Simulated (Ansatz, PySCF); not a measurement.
Torsion H3–Se1–Se2–H4 in H2Se2 (SMILES [SeH][SeH]); at each angle all else is relaxed with GFN2-xTB, and the levels are single points there.
Geometry at 90° (charge 0, multiplicity 1):
```xyz
4

Se    -1.07770     0.67534     0.36085
Se     1.07339     0.51547    -0.36935
H     -1.60595    -0.48781    -0.34201
H      0.93129     1.33596    -1.56626
```

On the grid 0° to 330°, 0° is the highest and 90° the lowest point at CCSD(T)/CBS(cc-pVTZ, cc-pVQZ).

Correlated levels freeze the cores. Filled d and f shells under p-block atoms count as core. CBS: X⁻³ extrapolation of the correlation energy, Hartree–Fock from the larger set.

Run with Ansatz (Gaussian orbitals); PySCF for the dispersion terms. 

PBE/def2-TZVPP gives 283.0 meV for the energy at 0° less that at 90°.

Problem. How do the other levels lie against it? Give each less PBE: PBE-D3(BJ)/def2-TZVPP, r2SCAN/def2-TZVPP, PBE0/def2-TZVPP, wB97M-V/def2-TZVPP, MP2/CBS(cc-pVTZ, cc-pVQZ), CCSD(T)/CBS(cc-pVTZ, cc-pVQZ).

Solution. PBE-D3(BJ)/def2-TZVPP -0.7; r2SCAN/def2-TZVPP 11.0; PBE0/def2-TZVPP 9.0; wB97M-V/def2-TZVPP -3.5; MP2/CBS(cc-pVTZ, cc-pVQZ) 0.2; CCSD(T)/CBS(cc-pVTZ, cc-pVQZ) -10.1 meV. 3 of 6 lie above PBE; the widest gap is to r2SCAN/def2-TZVPP.

Ansatz is a quantum-chemistry and plane-wave program.
